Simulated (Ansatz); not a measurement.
Total energies of K₂Te from Ansatz at PBE-D4/def2-TZVP, gas phase (1 Eh = 27.2114 eV = 2625.5 kJ/mol). The reference geometry is relaxed at PBE-D4/def2-TZVP.

```xyz
3

K    -1.5767    0.8396   -2.0358
K     1.1068   -1.7596    1.7361
Te    0.4699    0.9201    0.2997
```

```tsv
state	geometry	energy (Eh)
charge 0 singlet	reference	-1467.51116
charge 1 doublet	reference	-1467.32852
charge 0 triplet	relaxed at PBE-D4/def2-TZVP	-1467.46762
charge 0 quintet	relaxed at PBE-D4/def2-TZVP	-1467.36535
free K atom (doublet)	–	-599.69080
free Te atom (triplet)	–	-267.97310
```

In the def2 sets Te takes a core potential; there is no spin–orbit coupling.

Work out the vertical ionisation energy to the doublet.

E(charge 1 doublet) − E(charge 0 singlet) = -1467.32852 − (-1467.51116) = 0.18264 Eh = 4.97 eV. For comparison, −ε of the highest occupied level is 2.62 eV at this level, 2.35 eV less.

Which of the charge 0 states is lowest, and how far above it are the others?

The singlet. triplet: -1467.46762 − (-1467.51116) = 0.04354 Eh = 114.3 kJ/mol; quintet: -1467.36535 − (-1467.51116) = 0.14581 Eh = 382.8 kJ/mol. The triplet differs in its bonds from the reference.

What is the binding energy per atom against free atoms?

Atoms: 2 × (-599.69080) + 1 × (-267.97310) = -1467.35470 Eh. Binding: -1467.35470 − (-1467.51116) = 0.15646 Eh = 4.26 eV, or 1.42 eV for each of 3 atoms (no zero-point energy, no counterpoise term).

The structure comes from a short search, and lower isomers may exist.
